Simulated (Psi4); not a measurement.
A dimer, N2 ··· C2H6O (SMILES N#N and COC); the first 2 atoms form monomer A.

```
11

N      0.5455     0.0000     0.0000
N     -0.5455     0.0000     0.0000
C      3.1317    -0.0688     3.4555
O      2.1179    -0.8728     2.8973
C      2.5791    -1.6477     1.8143
H      3.9605    -0.6777     3.8411
H      3.5357     0.6378     2.7181
H      2.6894     0.4907     4.2783
H      3.3813    -2.3316     2.1226
H      1.7362    -2.2314     1.4475
H      2.9579    -1.0151     1.0003
```

Problem. What interaction energy does SAPT0/jun-cc-pVDZ, frozen core run with Psi4 give, and which attractive term is the largest?

Solution. Total -0.93 kJ/mol: electrostatics -2.91, exchange 7.36, induction -0.63, dispersion -4.75. The most attractive term is dispersion.
